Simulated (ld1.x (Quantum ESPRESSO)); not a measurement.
**vanadium TM: all-electron and pseudo phase curves**

- Element: vanadium (V)
- Generator: ld1.x (Quantum ESPRESSO) 7.5
- Type: norm-conserving Troullier–Martins (Kleinman–Bylander form)
- Functional: PBE
- Relativity: fully relativistic
- Frozen core: [Ar]
- Valence charge: 5
- Reference configuration: 3d3 4s2 4p0
- Partial waves: 4s (bound): rc 2.55 bohr; 3d (bound): rc 1.30 bohr; 4f channel at 0.05 Ry: rc 1.88 bohr; 4p (bound, empty): rc 3.00 bohr
- Local potential: the p channel
- Core correction: none

Open shells are filled in proportion to 2j + 1 (rel_dist='average').

The phase is arctan(r·u′/u) with u = r·R(r), unwrapped; energies in Ry, scanned from -2 to 5 Ry. A pole is an energy at which the radial function vanishes at the test radius. The pseudo phase is shifted by a multiple of π to meet the all-electron one at the reference energy, and phase errors are pseudo minus all-electron; the curves can meet again beyond the range given. Levels narrower than the energy grid can be missing from the lists of poles.

Problem. For each channel, where are the poles, and over which energies does the pseudopotential scatter like the atom?

Solution.

```
channel  radius (bohr)  reference energy (Ry)  poles, all-electron  poles, pseudo  unbroken range about the reference energy with phases within 0.05 rad  phase error 1 Ry above the reference energy (rad)
      s           3.27                  -0.35                 0.67     0.11, 1.21                                                             below -0.1                                             -3.021
   p1/2           3.27                  -0.11                 1.35           1.28                                                              below 2.1                                             -0.008
   p3/2           3.27                  -0.11                 1.38           1.28                                                              below 2.0                                             -0.014
   d3/2           3.27                  -0.38          -0.30, 2.62    -0.29, 3.65                                                              below 0.2                                             +0.187
   d5/2           3.27                  -0.38          -0.29, 2.62    -0.29, 3.65                                                              below 0.2                                             +0.188
   f5/2           3.27                   0.05                 2.98           3.12                                                              below 3.7                                             +0.004
   f7/2           3.27                   0.05                 2.98           3.12                                                              below 3.7                                             +0.004
```

Phases in the d5/2 channel:

```
E (Ry)  all-electron  pseudo
 -2.00         1.355   1.357
 -1.76         1.341   1.343
 -1.52         1.322   1.326
 -1.28         1.298   1.303
 -1.04         1.262   1.269
 -0.80         1.198   1.209
 -0.56         0.984   1.003
 -0.32        -1.487  -1.482
 -0.08        -1.810  -1.788
  0.16        -1.934  -1.890
  0.40        -2.076  -1.988
  0.64        -2.325  -2.124
  0.88        -2.874  -2.359
  1.12        -3.712  -2.816
  1.36        -4.200  -3.511
  1.60        -4.419  -4.025
  1.84        -4.535  -4.285
  2.08        -4.609  -4.427
  2.32        -4.662  -4.513
  2.56        -4.703  -4.572
  2.80        -4.739  -4.615
  3.04        -4.773  -4.649
  3.28        -4.807  -4.677
  3.52        -4.846  -4.700
  3.76        -4.894  -4.721
  4.00        -4.962  -4.741
  4.24        -5.071  -4.761
  4.48        -5.293  -4.780
  4.72        -5.880  -4.801
  4.96        -6.882  -4.824
```
